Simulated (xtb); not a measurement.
xtb input (GFN2-xTB):

```bash
xtb mol.xyz --gfn 2 --ohess tight --chrg 0 --uhf 0
```
mol.xyz:
```
16

Si     2.14409944    -0.14516848    -0.08668325
C      0.27287541    -0.07752504    -0.01240214
C     -0.51927573    -0.24711917    -1.04959962
C     -1.98212477    -0.18323834    -0.69711620
C     -1.89588536     0.50133146     0.68880332
C     -0.47544505     0.22024760     1.22253828
H      2.59145088    -0.42566361    -1.47657612
H      2.64180546    -1.18400544     0.84549212
H      2.71224746     1.19801659     0.34953824
H     -0.21979274    -0.49175740    -2.06487788
H     -2.39039630    -1.19615376    -0.71433318
H     -2.53958202     0.39801942    -1.42631954
H     -2.67633617     0.11184618     1.39208329
H     -2.07023440     1.52074300     0.62230300
H     -0.10500717     1.04109579     1.78441557
H     -0.48543717    -0.63697342     1.91437902
```

Output:

```
           -------------------------------------------------
          |                Calculation Setup                |
           -------------------------------------------------

           -------------------------------------------------
          |                 G F N 2 - x T B                 |
           -------------------------------------------------

        Reference                      10.1021/acs.jctc.8b01176
      * Hamiltonian:
        H0-scaling (s, p, d)           1.850000    2.230000    2.230000
        zeta-weighting                 0.500000
      * Dispersion:
        s8                             2.700000
        a1                             0.520000
        a2                             5.000000
        s9                             5.000000
      * Repulsion:
        kExp                           1.500000    1.000000
        rExp                           1.000000
      * Coulomb:
        alpha                          2.000000
        third order                    shell-resolved
        anisotropic                    true
        a3                             3.000000
        a5                             4.000000
        cn-shift                       1.200000
        cn-exp                         4.000000
        max-rad                        5.000000

          ...................................................
          :                      SETUP                      :
          :.................................................:
          :  # basis functions                  40          :
          :  # atomic orbitals                  39          :
          :  # shells                           23          :
          :  # electrons                        34          :
          :  max. iterations                   250          :
          :  Hamiltonian                  GFN2-xTB          :
          :  restarted?                      false          :
          :  GBSA solvation                  false          :
          :  PC potential                    false          :
          :  electronic temp.          300.0000000     K    :
          :  accuracy                    1.0000000          :
          :  -> integral cutoff          0.2500000E+02      :
          :  -> integral neglect         0.1000000E-07      :
          :  -> SCF convergence          0.1000000E-05 Eh   :
          :  -> wf. convergence          0.1000000E-03 e    :
          :  Broyden damping             0.4000000          :
          :  net charge                          0          :
          :  unpaired electrons                  0          :
          ...................................................

 iter      E             dE          RMSdq      gap      omega  full diag
   1    -17.6997472 -0.176997E+02  0.435E+00    4.67       0.0  T
   2    -17.7777502 -0.780030E-01  0.211E+00    4.33       1.0  T
   3    -17.7787822 -0.103200E-02  0.150E+00    4.44       1.0  T
   4    -17.7796171 -0.834918E-03  0.726E-01    4.42       1.0  T
   5    -17.7781852  0.143189E-02  0.516E-01    4.45       1.0  T
   6    -17.7799160 -0.173077E-02  0.254E-01    4.43       1.0  T
[...]
Molecule has no symmetry elements
It seems to be the C1 point group
   1 H    6 C           7     1.0896224     1.0946621     1.0771456
   6 C    6 C           3     1.4677809     1.5373812     1.3293908
   1 H   14 Si          3     1.4655673     1.4669571     1.4629165
   6 C   14 Si          1     1.8726028     1.8726028     1.8726028

           -------------------------------------------------
          |               Frequency Printout                |
           -------------------------------------------------
 projected vibrational frequencies (cm⁻¹)
eigval :       -0.00    -0.00    -0.00     0.00     0.00     0.00
eigval :       75.53   107.16   176.99   196.71   382.82   434.98
eigval :      537.42   555.77   635.70   779.27   780.60   786.12
eigval :      796.20   824.86   854.41   906.98   975.70  1004.30
eigval :     1040.36  1086.93  1112.27  1120.13  1191.23  1197.31
eigval :     1223.41  1286.10  1294.71  1318.35  1470.51  1479.50
eigval :     1497.91  1672.76  2227.79  2237.01  2265.40  2930.18
eigval :     2937.79  2976.11  2982.84  2990.24  3009.62  3105.08
 reduced masses (amu)
   1: 11.34   2: 14.97   3: 16.55   4: 22.05   5: 10.58   6: 12.10   7:  1.64   8:  7.32
   9:  8.09  10: 11.12  11:  7.51  12: 18.76  13:  4.67  14:  5.12  15:  7.91  16:  2.48
  17:  3.55  18:  3.81  19:  2.17  20:  6.29  21:  8.06  22:  5.60  23:  8.42  24:  6.85
  25:  5.67  26:  8.10  27:  2.94  28:  7.18  29:  4.74  30:  3.98  31:  4.35  32:  4.68
  33:  5.98  34:  4.76  35:  1.96  36:  1.92  37:  2.04  38: 11.61  39:  2.11  40:  1.61
  41:  1.81  42:  1.86  43:  1.87  44:  1.61  45:  1.62  46:  1.88  47:  1.60  48:  1.86
 IR intensities (km·mol⁻¹)
   1:  0.00   2:  0.07   3:  0.02   4:  0.03   5:  0.00   6:  0.02   7:  0.15   8:  0.03
   9:  0.69  10:  0.10  11:  1.07  12: 10.26  13: 63.20  14: 88.52  15:  0.86  16:178.64
  17:282.35  18: 66.18  19:208.69  20: 59.83  21: 34.11  22:  2.88  23:  2.57  24:  7.34
  25:  2.24  26:  1.07  27:  0.17  28: 18.53  29:  3.26  30:  0.96  31:  5.38  32:  0.92
  33:  1.04  34:  1.24  35:  2.35  36:  0.13  37:  1.47  38: 43.65  39:420.58  40:230.47
  41:308.37  42: 33.07  43: 29.89  44: 18.87  45: 68.49  46: 68.13  47: 51.17  48: 46.30
 Raman intensities (Ä⁴*amu⁻¹)
   1:  0.00   2:  0.00   3:  0.00   4:  0.00   5:  0.00   6:  0.00   7:  0.00   8:  0.00
   9:  0.00  10:  0.00  11:  0.00  12:  0.00  13:  0.00  14:  0.00  15:  0.00  16:  0.00
  17:  0.00  18:  0.00  19:  0.00  20:  0.00  21:  0.00  22:  0.00  23:  0.00  24:  0.00
  25:  0.00  26:  0.00  27:  0.00  28:  0.00  29:  0.00  30:  0.00  31:  0.00  32:  0.00
  33:  0.00  34:  0.00  35:  0.00  36:  0.00  37:  0.00  38:  0.00  39:  0.00  40:  0.00
  41:  0.00  42:  0.00  43:  0.00  44:  0.00  45:  0.00  46:  0.00  47:  0.00  48:  0.00
 output can be read by thermo (or use thermo option).
 writing <g98.out> molden fake output.
 recommended (thermochemical) frequency scaling factor: 1.0
           -------------------------------------------------
          |             Thermodynamic Functions             |
           -------------------------------------------------

c1  symmetry found (for desy threshold:  0.10E+00) used in thermo

          ...................................................
          :                      SETUP                      :
          :.................................................:
          :  # frequencies                          42      :
          :  # imaginary freq.                       0      :
          :  linear?                             false      :
          :  only rotor calc.                    false      :
          :  symmetry                               c1      :
          :  rotational number                       1      :
          :  scaling factor                  1.0000000      :
          :  rotor cutoff                   50.0000000 cm⁻¹ :
          :  imag. cutoff                  -20.0000000 cm⁻¹ :
          :.................................................:

    mode    ω/cm⁻¹     T·S(HO)/kcal·mol⁻¹    T·S(FR)/kcal·mol⁻¹   T·S(vib)
   ------------------------------------------------------------------------
Note: The following floating-point exceptions are signalling: IEEE_UNDERFLOW_FLAG IEEE_DENORMAL
normal termination of xtb
       1     75.53    -1.19376 ( 83.89%)    -0.93408 ( 16.11%)    -1.15191
       2    107.16    -0.98977 ( 95.47%)    -0.83052 (  4.53%)    -0.98256
       3    176.99    -0.70360 ( 99.37%)    -0.68195 (  0.63%)    -0.70346
       4    196.71    -0.64509 ( 99.58%)    -0.65067 (  0.42%)    -0.64511
   ------------------------------------------------------------------------

   temp. (K)  partition function   enthalpy   heat capacity  entropy
                                   cal/mol     cal/K/mol   cal/K/mol   J/K/mol
 298.15  VIB   46.1                 2885.361     21.218     17.125
         ROT  0.206E+06              888.752      2.981     27.296
         INT  0.949E+07             3774.114     24.199     44.421
         TR   0.942E+27             1481.254      4.968     39.646
         TOT                        5255.3675    29.1668    84.0673   351.7375

       T/K    H(0)-H(T)+PV         H(T)/Eh          T*S/Eh         G(T)/Eh
   ------------------------------------------------------------------------
    298.15    0.837496E-02    0.137012E+00    0.399431E-01    0.970687E-01
   ------------------------------------------------------------------------

         :::::::::::::::::::::::::::::::::::::::::::::::::::::
         ::                  THERMODYNAMIC                  ::
         :::::::::::::::::::::::::::::::::::::::::::::::::::::
         :: total free energy         -17.415275310135 Eh   ::
         ::.................................................::
         :: total energy              -17.512344055680 Eh   ::
         :: zero point energy           0.128636861817 Eh   ::
         :: G(RRHO) w/o ZPVE           -0.031568116273 Eh   ::
         :: G(RRHO) contrib.            0.097068745545 Eh   ::
         :::::::::::::::::::::::::::::::::::::::::::::::::::::

optimized geometry written to: xtbopt.xyz

           -------------------------------------------------
          | TOTAL ENERGY              -17.512344055680 Eh   |
          | TOTAL ENTHALPY            -17.375332232638 Eh   |
          | TOTAL FREE ENERGY         -17.415275310135 Eh   |
          | GRADIENT NORM               0.000297311997 Eh/α |
          | HOMO-LUMO GAP               4.318971525818 eV   |
           -------------------------------------------------

------------------------------------------------------------------------
------------------------------------------------------------------------
 total:
 SCF:
 ANC optimizer:
 analytical hessian:
```
